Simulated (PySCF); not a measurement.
C₂H₄FNOSi. Atoms are numbered in the order given.

```xyz
10

N      2.6830     0.6984     0.7646
C      1.7724     0.2646     0.1989
C      0.5651    -0.2377    -0.4658
F      0.4317    -1.6082    -0.2649
Si    -1.0136     0.5865     0.2480
O     -2.3272    -0.0126    -0.5689
H      0.6540    -0.0500    -1.5499
H     -1.0333     0.2555     1.6976
H     -0.9460     2.0434    -0.0084
H     -2.5585    -0.9366    -0.4265
```
Charge 0, spin multiplicity 1.

Geometry optimised at ωB97X-D3(BJ)/def2-SVP. The structure was generated by enumeration; whether it is a known compound was not checked. The values are those of a single conformer.

The numbers are results of HF/pcSseg-1 (PySCF), not measurements.

GIAO shieldings, no solvent; atoms listed in one row are averaged. δ = σ(ref) − σ: ¹⁵N against NH3 (σ = 267.3 ppm); ¹³C against TMS (σ = 192.6 ppm); ¹⁹F against CFCl3 (σ = 238.5 ppm); ²⁹Si against TMS (σ = 393.8 ppm); ¹⁷O against H2O (σ = 333.0 ppm); ¹H against TMS (σ = 31.99 ppm), references at their B3LYP-D3(BJ)/def2-TZVP geometries, non-relativistic.

Computed chemical shifts:
| nucleus | atoms | count | δ (ppm) |
|---|---|---|---|
| ¹⁵N | N1 | 1 | 339.1 |
| ¹³C | C2 | 1 | 123.1 |
| ¹³C | C3 | 1 | 69.1 |
| ¹⁹F | F4 | 1 | -231.9 |
| ²⁹Si | Si5 | 1 | -25.0 |
| ¹⁷O | O6 | 1 | 5.6 |
| ¹H | H7 | 1 | 5.02 |
| ¹H | H8 | 1 | 4.86 |
| ¹H | H9 | 1 | 4.55 |
| ¹H | H10 | 1 | 2.47 |
